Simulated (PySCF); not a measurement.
Computed IR spectrum (relative IR intensity) of a molecule CH4ClFOSi. Geometry: PBE-D3(BJ)/def2-SVP. Other conformers were not sampled. Calculation: PBE-D3(BJ)/def2-SVP in PySCF 2.14.0. Frequencies are harmonic and unscaled.

| ν (cm⁻¹) | relative intensity |
|---|---|
| 158 | 4.1 |
| 190 | 2.5 |
| 243 | 4.5 |
| 260 | 8.7 |
| 299 | 21 |
| 324 | 26 |
| 511 | 26 |
| 704 | 17 |
| 745 | 13 |
| 767 | 11 |
| 820 | 100 |
| 891 | 54 |
| 945 | 53 |
| 1231 | 15 |
| 1375 | 3.2 |
| 3766 | 35 |

Question: Which structure fits?
A) C[Si](O)(F)Cl
B) CO[Si@H](F)Cl
C) O[Si@@H](Cl)CF
D) OC[Si@@H](F)Cl

Answer: A, C[Si](O)(F)Cl
